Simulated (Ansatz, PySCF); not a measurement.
Reaction (SMILES): Br[SiH2]Br [dibromosilane] → Br[SiH-]Br + H+
Geometries: B3LYP-D3(BJ)/def2-TZVP minima from Ansatz (an electronic-structure program). Frequencies are from Ansatz or PySCF.

Quantity: gas-phase deprotonation energy (enthalpy at 298 K, with B3LYP-D3(BJ) rigid-rotor harmonic-oscillator terms), in kJ/mol. Cores are frozen in the correlated levels unless marked. Spin-orbit coupling is left out. The frozen core is the preceding noble-gas configuration, with the filled d and f shells of earlier blocks. No relativistic terms. Anions need diffuse functions: def2-D sets add few; the other sets have none. CBS marks a two-point X^-3 extrapolation of the correlation energy; Hartree-Fock from the larger set.

```json
[
 {"level": "revPBE/def2-TZVPD", "program": "Ansatz", "gas-phase deprotonation energy (kJ/mol)": "(withheld)"},
 {"level": "B3LYP-D3(BJ)/def2-TZVPD", "program": "Ansatz + dftd3", "gas-phase deprotonation energy (kJ/mol)": "(withheld)"},
 {"level": "PBE0-D3(BJ)/def2-TZVPD", "program": "Ansatz + dftd3", "gas-phase deprotonation energy (kJ/mol)": "1434.7"},
 {"level": "BHLYP-D3(BJ)/def2-TZVPD", "program": "Ansatz + dftd3", "gas-phase deprotonation energy (kJ/mol)": "1444.3"},
 {"level": "BHLYP-D4/def2-TZVPD", "program": "Ansatz + dftd4", "gas-phase deprotonation energy (kJ/mol)": "1442.2"},
 {"level": "CAM-B3LYP-D4/def2-TZVPD", "program": "Ansatz + dftd4", "gas-phase deprotonation energy (kJ/mol)": "1431.0"},
 {"level": "LC-wPBE-D4/def2-TZVPD", "program": "Ansatz + dftd4", "gas-phase deprotonation energy (kJ/mol)": "1458.4"},
 {"level": "B2GP-PLYP-D4/def2-TZVPD", "program": "Ansatz + dftd4", "gas-phase deprotonation energy (kJ/mol)": "1436.5"},
 {"level": "B2PLYP-D3(BJ)/def2-TZVPD", "program": "Ansatz + dftd3", "gas-phase deprotonation energy (kJ/mol)": "1433.0"},
 {"level": "CCSD/6-31G", "program": "Ansatz", "gas-phase deprotonation energy (kJ/mol)": "(withheld)"},
 {"level": "CCSD(T)/CBS(def2-TZVPPD,def2-QZVPPD)", "program": "Ansatz", "gas-phase deprotonation energy (kJ/mol)": "(withheld)"}
]
```

Problem. Complete the blanks.

Solution. 
- revPBE/def2-TZVPD, gas-phase deprotonation energy (kJ/mol): 1425.8
- B3LYP-D3(BJ)/def2-TZVPD, gas-phase deprotonation energy (kJ/mol): 1429.6
- CCSD/6-31G, gas-phase deprotonation energy (kJ/mol): 1337.0
- CCSD(T)/CBS(def2-TZVPPD,def2-QZVPPD), gas-phase deprotonation energy (kJ/mol): 1440.4
